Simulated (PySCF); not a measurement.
Compound: (F3Si)2Se.
Structure used (PBE0-D3(BJ)/def2-SVP), in Å, numbered top down from 1:
```
atom  x, y, z in Å
Si1    0.017    1.543   -0.526
F2     1.461    1.613   -1.198
F3    -0.955    0.778   -1.539
F4    -0.503    3.038   -0.327
Se5    0.018    0.575    1.498
Si6    0.014   -1.508    0.664
F7     0.735   -2.471    1.712
F8    -1.454   -2.079    0.418
F9     0.800   -1.557   -0.727
```

Computed, not measured: PySCF 2.14.0, density-fitted response routines, TDDFT wB97X-D/def2-SVPD, vertical, gas phase, core orbitals frozen in the response. The wB97X-D/def2-SVPD calculation is non-relativistic and has no spin–orbit coupling, an omission that weighs most on selenium.

Q: Predict the UV-vis stick spectrum at this level.

A: 

```tsv
state	E (eV)	λ (nm)	f	main configurations (H = HOMO, L = LUMO)
S1	6.18	200.7	0.0001	H→L+1 (96%)
S2	6.53	189.8	0.024	H→L (84%), H→L+2 (12%)
S3	7.11	174.3	0.020	H→L+2 (84%), H→L (9%)
S4	7.95	156.0	0.021	H→L+5 (50%), H-1→L+1 (25%), H→L+3 (18%)
S5	8.43	147.1	0.067	H-1→L (86%)
S6	8.67	143.1	0.015	H→L+7 (71%), H-1→L+2 (10%), H-2→L+1 (10%)
S7	8.79	141.1	0.064	H-1→L+1 (51%), H-2→L (18%), H→L+5 (12%)
S8	8.96	138.4	0.044	H→L+3 (29%), H→L+8 (28%), H→L+5 (19%)
S9	8.99	138.0	0.0005	H→L+4 (73%), H→L+3 (17%)
S10	9.13	135.8	0.014	H-1→L+2 (38%), H-2→L+1 (38%), H→L+6 (11%)
```

Triplets, Tamm–Dancoff:

```csv
state,E (eV),λ (nm),"main configurations (H = HOMO, L = LUMO)"
T1,5.81,213.3,H→L+1 (94%)
T2,6.04,205.3,H→L (82%)
T3,6.92,179.3,H→L+2 (89%)
T4,7.28,170.4,"H-1→L+1 (68%), H→L+5 (16%)"
```

The lowest singlet comes at 201 nm (596 kJ/mol) in the ultraviolet; it is dark (f under 0.0005); its leading configuration is HOMO→LUMO+1 (96%). The most intense listed level is S5 at 8.43 eV (147 nm, f = 0.067), 2.25 eV above S1. Löwdin shares by element: HOMO selenium 78%, silicon 14%; LUMO silicon 41%, selenium 35%, fluorine 6% or more (atoms not listed hold the other 19%). The oscillator strengths of these states sum to 0.269; summed over the whole spectrum of an exact calculation they would give the number of electrons, 116 (Thomas–Reiche–Kuhn). The listed states span 2.95 eV, and the widest gap between neighbours is 0.83 eV (S3 to S4). Orbital energies (eV): HOMO-3 -14.78, HOMO-2 -13.25, HOMO-1 -12.45, HOMO -10.63, LUMO 0.60, LUMO+1 0.83, LUMO+2 1.47. The vertical ionisation energy (ΔSCF) is 11.05 eV, 1.92 eV above S10. The window holds the lowest 10 singlets.
